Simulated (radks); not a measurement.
Spherical quantum dot in the effective-mass picture: electrons in a parabolic well V = omega^2 r^2 / 2 with omega = 0.127, all in effective atomic units (hartree* = m*/eps^2 hartree, bohr* = eps/m* bohr), one dielectric constant everywhere. Method: non-relativistic Kohn-Sham, LDA (Slater exchange, Perdew-Wang correlation), spin-polarised, spherical densities; computed with a radial shooting solver with Libxc functionals. Levels are named by radial order and angular momentum (1s, 1p, 1d, 2s, ...), and open shells are averaged over m. Each electron was tried in the lowest free levels, single moves between levels near the top were tried too, and the lowest total energy was kept; such a search can miss a lower state. At N = 1 the Hartree and exchange-correlation terms need not cancel, so that row can carry a self-interaction error.

\begin{tabular}{lrrrrrr}
N & open shells & 2S & E (hartree*) & addition energy mu(N+1) - mu(N) (hartree*) & e(HOMO) (hartree*) & rms radius (bohr*) \\ \hline
1 & 1s(up 1, down 0) & 1 & 0.195441 & 0.2259 & 0.29242 & 3.493 \\
2 & none & 0 & 0.616766 & 0.2510 & 0.50819 & 4.027 \\
3 & 1p(up 1, down 0) & 1 & 1.28909 & 0.1445 & 0.74494 & 4.647 \\
4 & 1p(up 2, down 0) & 2 & 2.10593 & 0.1407 & 0.88801 & 5.061 \\
5 & 1p(up 3, down 0) & 3 & 3.06345 & 0.1610 & 1.0261 & 5.393 \\
6 & 1p(up 3, down 1) & 2 & 4.18197 & 0.1240 & 1.1808 & 5.700 \\
7 & 1p(up 3, down 2) & 1 & 5.42444 & 0.1216 & 1.3038 & 5.967 \\
8 & none & 0 & 6.78852 & 0.1754 & 1.4239 & 6.208 \\
9 & 1d(up 1, down 0) & 1 & 8.32797 & 0.1096 & 1.5946 & 6.467 \\
10 & 1d(up 2, down 0) & 2 & 9.97703 & 0.1077 & 1.7032 & 6.699 \\
11 & 1d(up 3, down 0) & 3 & 11.7337 & 0.1057 & 1.8099 & 6.911 \\
12 & 1d(up 4, down 0) & 4 & 13.5961 & 0.1037 & 1.9145 & 7.106 \\
13 & 1d(up 5, down 0) & 5 & 15.5622 & 0.1213 & 2.0173 & 7.289 \\
14 & 1d(up 5, down 1) & 4 & 17.6495 & 0.09759 & 2.1363 & 7.467 \\
15 & 1d(up 5, down 2) & 3 & 19.8345 & 0.09634 & 2.2333 & 7.634 \\
16 & 1d(up 5, down 3) & 2 & 22.1157 & 0.09504 & 2.3290 & 7.793 \\
17 & 1d(up 5, down 4) & 1 & 24.4921 & 0.09374 & 2.4234 & 7.944 \\
18 & none & 0 & 26.9621 & 0.1082 & 2.5165 & 8.089 \\
19 & 2s(up 1, down 0) & 1 & 29.5403 & 0.1048 & 2.6248 & 8.232 \\
20 & none & 0 & 32.2233 & 0.1032 & 2.7287 & 8.371 \\
21 & 1f(up 1, down 0) & 1 & 35.0095 & 0.08657 & 2.8296 & 8.510 \\
22 & 1f(up 2, down 0) & 2 & 37.8822 & 0.08565 & 2.9157 & 8.644 \\
23 & 1f(up 3, down 0) & 3 & 40.8406 & 0.08475 & 3.0009 & 8.773 \\
24 & 1f(up 4, down 0) & 4 & 43.8837 & 0.08386 & 3.0852 & 8.897 \\
25 & 1f(up 5, down 0) & 5 & 47.0107 & 0.08300 & 3.1686 & 9.017 \\
26 & 1f(up 6, down 0) & 6 & 50.2207 & 0.08216 & 3.2512 & 9.134 \\
27 & 1f(up 7, down 0) & 7 & 53.5128 & 0.09609 & 3.3330 & 9.247 \\
28 & 1f(up 7, down 1) & 6 & 56.9011 & 0.07959 & 3.4282 & 9.358 \\
29 & 1f(up 7, down 2) & 5 & 60.3689 & 0.07893 & 3.5074 & 9.467 \\
30 & 1f(up 7, down 3) & 4 & 63.9157 & 0.07828 & 3.5860 & 9.573 \\
31 & 1f(up 7, down 4) & 3 & 67.5407 & - & 3.6640 & 9.676 \\
\end{tabular}

All shells are closed at N = 2, 8, 18, 20 (there: 1s2 1p6 1d10 2s2); the second difference of the energy has clear peaks (12 % above both neighbours; the first and last values, which can be the largest, are not judged, and half-filled shells can peak too) at N = 5, 8, 13, 27.
